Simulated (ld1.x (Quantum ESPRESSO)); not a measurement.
Before and after: TM potential for N (Z = 7)

- Element: nitrogen (N)
- Generator: ld1.x (Quantum ESPRESSO) 7.5
- Type: norm-conserving Troullier–Martins (Kleinman–Bylander form)
- Functional: PBEsol
- Relativity: scalar-relativistic
- Frozen core: [He]
- Valence charge: 5
- Reference configuration: 2s2 2p1 (charge +2)
- Partial waves: 2p (bound): rc 2.25 bohr; 3d channel at 0.05 Ry: rc 2.15 bohr; 2s (bound): rc 1.00 bohr
- Local potential: the s channel
- Core correction: Bessel-smoothed model core inside 0.45 bohr

All-electron outer shells of the reference configuration (PBEsol, scalar-relativistic, ld1.x):

| shell | level (eV) | outermost node (bohr) | outermost maximum (bohr) |
| --- | --- | --- | --- |
| 2s | -48.96 | 0.32 | 0.96 |
| 2p | -37.36 | – | 0.86 |

Change: all radii but the core radius scaled by about 0.79 (s 0.80, p 1.78, d 1.70 bohr).

Cutoffs: the cutoffs (Ry, on a coarse ladder) from which the occupation-weighted sum of valence levels, in a spherical-Bessel basis at the reference potential, stays within 10 and 1 mRy of its value at 400 Ry; they do not see the model core or the augmentation charge, which bear on the density cutoff. Errors are all-electron minus pseudo energies relative to the spin-unpolarised reference configuration.

What does the change do?

The potential gets harder (55 Ry and 140 Ry → 60 Ry and 160 Ry); of the 7 tests that both files solve, the error grows in 0 and shrinks in 7 by more than 15 % and 0.3 meV (median size 530.4 → 224.2 meV); neither file shows a bound ghost. A smaller radius makes the pseudo-wave follow the all-electron one further in, where it bends more sharply, so more plane waves are needed. Less of the atom is replaced, so other configurations are described better.

| quantity | base | changed |
| --- | --- | --- |
| cutoff, loose | 55 Ry | 60 Ry |
| cutoff, tight | 140 Ry | 160 Ry |
| loose cutoff by channel (10 mRy a level) | p 30 Ry, s 50 Ry | p 40 Ry, s 50 Ry |
| bound ghosts | none | none |
| error for 2s2 2p3, meV [ΔE -42.26 eV] | +535 | +209 |
| error for 2s2 2p2, meV [ΔE -28.74 eV] | +235 | +99 |
| error for 2s2 2p0, meV [ΔE 46.88 eV] | +530 | +258 |
| error for 2s0 2p5, meV [ΔE -19.36 eV] | +1243 | +518 |
| error for 2s1 2p3, meV [ΔE -17.02 eV] | +529 | +232 |
| error for 2s2 2p3.3, meV [ΔE -43.86 eV] | +583 | +224 |
| error for 2s2 2p2.5, meV [ΔE -37.20 eV] | +405 | +164 |
